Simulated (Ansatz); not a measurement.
Geometry optimisation, Ansatz 0.2.0, RKS r2SCAN-D4/def2-SVP.

Input file:

```yaml
crystal:
  periodic: [false, false, false]
  atoms:
    - { symbol: Si, position_ang: [-2.3565, 0.1383, 0.582] }
    - { symbol: B, position_ang: [-0.5754, 0.1949, 1.1991] }
    - { symbol: B, position_ang: [0.6332, -0.0148, 0.1101] }
    - { symbol: C, position_ang: [1.3226, -0.2521, -1.3618] }
    - { symbol: C, position_ang: [2.2263, -0.1493, -0.2844] }
    - { symbol: H, position_ang: [-2.693, -1.0975, -0.0619] }
    - { symbol: H, position_ang: [-3.2879, 0.3943, 1.7102] }
    - { symbol: H, position_ang: [-2.5515, 1.2764, -0.4212] }
    - { symbol: H, position_ang: [-0.3351, 0.3758, 2.3885] }
    - { symbol: H, position_ang: [1.1541, 0.6255, -1.995] }
    - { symbol: H, position_ang: [1.0588, -1.2918, -1.7114] }
    - { symbol: H, position_ang: [2.7881, 0.8316, -0.1964] }
    - { symbol: H, position_ang: [2.6369, -1.0661, 0.057] }
basis:
  gaussian: { orbitals: def2-SVP }
hamiltonian:
  xc: r2scan
  dispersion: d4
relax:
  f_tol: 0.015
  max_steps: 40
output:
  orbitals: {}
```

Command:

```bash
$ ansatz run input.yaml --threads 2 --pin off --max-ram 3072MiB --backend cpu --events-out ev --progress --plain --runs-dir out
```

Question: Where does it end, and by what steps?

Answer: It converged. The force dipped under the threshold on the way, but the program's further checks kept it going. After 20 steps the energy has fallen by 2.048 eV; H9 moved furthest, 1.96 Å.

| step | energy less start (eV) | largest force component (eV/Å) | accepted |
| --- | --- | --- | --- |
| 0 | 0.0000 | 4.070 | yes |
| 1 | -0.9097 | 1.473 | yes |
| 2 | -1.2263 | 0.723 | yes |
| 3 | -1.3638 | 0.655 | yes |
| 4 | -1.5312 | 0.543 | yes |
| 5 | -1.6528 | 0.345 | yes |
| 6 | -1.7580 | 0.333 | yes |
| 7 | -1.8602 | 0.426 | yes |
| 8 | -1.9520 | 0.213 | yes |
| 9 | -2.0079 | 0.159 | yes |
| 10 | -2.0306 | 0.257 | yes |
| 11 | -2.0395 | 0.117 | yes |
| 12 | -2.0407 | 0.185 | yes |
| 13 | -2.0439 | 0.091 | yes |
| 14 | -2.0460 | 0.062 | yes |
| 15 | -2.0455 | 0.099 | no |
| 16 | -2.0465 | 0.029 | yes |
| 17 | -2.0474 | 0.060 | yes |
| 18 | -2.0477 | 0.043 | yes |
| 19 | -2.0479 | 0.013 | yes |
| 20 | -2.0480 | 0.015 | yes |

```xyz
13
Properties=species:S:1:pos:R:3
Si -2.188 -0.122 0.664
B -0.538 1.042 0.800
B 0.686 0.412 0.017
C 1.440 0.090 -1.327
C 1.852 -0.640 -0.094
H -1.986 -1.368 -0.143
H -2.642 -0.542 2.030
H -3.306 0.648 0.026
H -0.620 2.064 1.436
H 2.087 0.882 -1.721
H 0.865 -0.439 -2.096
H 2.793 -0.367 0.397
H 1.578 -1.694 0.024
```

Whether the end is a true minimum wasn't checked by a vibrational analysis.

Time of the run: 97 s on 2 threads of Arm Neoverse V1, on a shared host, peak memory 0.17 GiB.
